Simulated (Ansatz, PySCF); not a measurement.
Spin states of BrO2Re (SMILES [O]=[Re](=[O])[Br]), each relaxed with B3LYP-D3(BJ)/def2-TZVP.
State 1 (charge 0, multiplicity 1):
```xyz
4

Re     0.056    -0.078     0.051
O      1.603    -0.557    -0.432
O     -0.529    -0.888     1.414
Br    -1.188     1.590    -1.088
```
State 2 (charge 0, multiplicity 3):
```xyz
4

Re     0.0921    -0.1262     0.0835
O      1.6428    -0.5162    -0.5092
O     -0.6155    -0.8665     1.4471
Br    -1.1773     1.5758    -1.0776
```

Singlets are restricted, other states unrestricted; no spin–orbit coupling, no relativity up to Kr; see below for the cores. The largest T1 diagnostic is 0.027.

The values were computed with Ansatz (Gaussian basis) for Hartree–Fock, density functionals and correlated methods; PySCF for the dispersion terms. Each number belongs to the level named beside it. In def2 rows elements past Kr take small-core potentials, without spin–orbit coupling.

Problem. One of these levels gives 29.3 kJ/mol for the energy of the multiplicity-3 state less that of the multiplicity-1 state. Name it.
A. PBE/def2-TZVPP
B. BLYP-D4/def2-TZVPP
C. PBE0-D3(BJ)/def2-TZVPP

Solution. A, PBE/def2-TZVPP. The others give 38.9 (BLYP-D4/def2-TZVPP), 15.2 (PBE0-D3(BJ)/def2-TZVPP)

Ansatz is a program for electronic structure.
